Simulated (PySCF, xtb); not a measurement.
C5H8O, SMILES C1=CCOCC1. The values are those of a single conformer.

Harmonic wavenumbers (cm⁻¹) from GFN2-xTB (xtb) at its own minimum, in rising order: 146, 297, 372, 480, 502, 676, 771, 886, 910, 930, 948, 986, 1006, 1062, 1079, 1102, 1171, 1181, 1203, 1265, 1308, 1318, 1337, 1344, 1450, 1455, 1468, 1726, 2792, 2857, 2950, 2953, 2976, 2981, 3066, 3086.

Problem. What does PBE-D3(BJ)/def2-SVP run with PySCF give at its own minimum? (The exact figures need the calculation; the answer reports its results.)

Solution. 174, 295, 381, 476, 520, 632, 756, 842, 890, 913, 951, 962, 990, 1022, 1050, 1094, 1172, 1179, 1208, 1267, 1298, 1318, 1357, 1364, 1385, 1403, 1423, 1681, 2842, 2892, 2954, 2990, 3001, 3035, 3090, 3110. Paired by order, the mean absolute difference is 23 cm⁻¹ and the zero-point energies are 74.4 and 74.2 kcal/mol.
